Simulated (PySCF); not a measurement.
# A survey of ²⁹Si NMR shifts

PySCF 2.14 calculation with geometry: GFN2-xTB and GIAO PBE0/pcSseg-1 shieldings; relativity neglected, one computed conformer, fast rotation and ring inversion assumed for equivalent nuclei, isolated molecule.

Shieldings were converted by a linear fit to measured shifts: ²⁹Si: δ = 279.94 − 0.822σ (rms 8.9 ppm, 72 shifts, 25.8 ppm with the 6 outliers that the fit left out vs TMS, solution or neat liquid). A few per cent of atoms miss by over 2 rms, more outside the fitted compound classes.

Give the ²⁹Si shifts of `F[Si@H]1CC[SiH2]N1`, `F[Si@H]1CC[SiH2]N1`, `CCC[Si@@H](Cl)/C(F)=C/[SiH3]`, `C=C1C[C@@H](CCl)[Si@@H]1F`, `C=CC[SiH2]C[SiH2]C`, `CC(=O)p1c(F)ccc1[SiH3]`, `CC(C)=C[SiH2][Si@@H](F)CCl`, `C=C[SiH2][C@@H](C)[SiH2]C`.

Results:


```csv
compound,environment,δ (ppm)
[F:1][Si@H:2]1[CH2:3][CH2:4][SiH2:5][NH:6]1,"Si2: silicon bonded to C, F, N, H, in a 5-membered ring",-4.5
[F:1][Si@H:2]1[CH2:3][CH2:4][SiH2:5][NH:6]1,"Si5: silicon bonded to C, N, 2 H, in a 5-membered ring",-26.7
[F:1][Si@H:2]1[CH2:3][CH2:4][SiH2:5][NH:6]1,"Si2: silicon bonded to C, F, N, H, in a 5-membered ring",-4.5
[F:1][Si@H:2]1[CH2:3][CH2:4][SiH2:5][NH:6]1,"Si5: silicon bonded to C, N, 2 H, in a 5-membered ring",-26.7
[CH3:1][CH2:2][CH2:3][Si@@H:4]([Cl:5])/[C:6]([F:7])=[CH:8]/[SiH3:9],"Si4: silicon bonded to 2 C, Cl, H",-15.7
[CH3:1][CH2:2][CH2:3][Si@@H:4]([Cl:5])/[C:6]([F:7])=[CH:8]/[SiH3:9],"Si9: silicon bonded to C, 3 H",-81.7
C=C1C[C@@H](CCl)[Si@@H]1F,"silicon bonded to 2 C, F, H, in a 4-membered ring",0.3
[CH2:1]=[CH:2][CH2:3][SiH2:4][CH2:5][SiH2:6][CH3:7],"Si4: silicon bonded to 2 C, 2 H",-37.1
[CH2:1]=[CH:2][CH2:3][SiH2:4][CH2:5][SiH2:6][CH3:7],"Si6: silicon bonded to 2 C, 2 H",-43.8
CC(=O)p1c(F)ccc1[SiH3],"silicon bonded to C, 3 H",-68.3
[CH3:1][C:2]([CH3:3])=[CH:4][SiH2:5][Si@@H:6]([F:7])[CH2:8][Cl:9],"Si6: silicon bonded to C, F, Si, H",6.3
[CH3:1][C:2]([CH3:3])=[CH:4][SiH2:5][Si@@H:6]([F:7])[CH2:8][Cl:9],"Si5: silicon bonded to C, Si, 2 H",-86.5
[CH2:1]=[CH:2][SiH2:3][C@@H:4]([CH3:5])[SiH2:6][CH3:7],"Si6: silicon bonded to 2 C, 2 H",-39.0
[CH2:1]=[CH:2][SiH2:3][C@@H:4]([CH3:5])[SiH2:6][CH3:7],"Si3: silicon bonded to 2 C, 2 H",-43.6
```
